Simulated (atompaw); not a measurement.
# Au (Z = 79): PAW (atompaw) pseudisation with PBEsol, scalar-relativistic reference atom.

atompaw 4.2.0.5 input, output lines left out:

```
Au 79
GGA-PBESOL scalarrelativistic loggrid 2001 logderivrange -10 5 376
6 6 5 4 0 0
6 0 1
6 1 0
0 0 0
c
c
c
c
v
v
c
c
c
v
v
c
c
v
c
2
2.65 2.15 1.85 1.40
n
n
y
-0.05
n
custom polynom vanderbiltortho sinc
3 1 troulliermartins
1.20
1.40
1.65
2.65
2.65
2.65
```

All-electron outer shells of the reference configuration (PBEsol, scalar-relativistic, ld1.x):

```tsv
shell	level (eV)	outermost node (bohr)	outermost maximum (bohr)
4d	-325.75	0.20	0.41
5s	-108.44	0.48	0.84
4f	-81.19	–	0.37
5p	-59.80	0.52	0.96
5d	-6.90	0.56	1.21
6s	-5.80	1.11	2.32
6p	-0.70	1.32	3.55
```

Q: Estimate the cutoffs (Ry, on a coarse ladder) from which the occupation-weighted sum of valence levels, in a spherical-Bessel basis at the reference potential, stays within 10 and 1 mRy of its value at 400 Ry.

A: 45 Ry and 80 Ry.

Q: What does a ghost test show?

A: No extra level below or beside the all-electron valence levels (s, p, d, f tested). The logarithmic derivative shows an extra or strongly shifted pseudo pole above the reference energy (p near 1.86 Ry).

Q: Is the overlap operator S = 1 + Σ q|β⟩⟨β| positive definite (Bessel basis up to 400 Ry)?

A: Yes: its lowest eigenvalue is 0.33 (s channel).
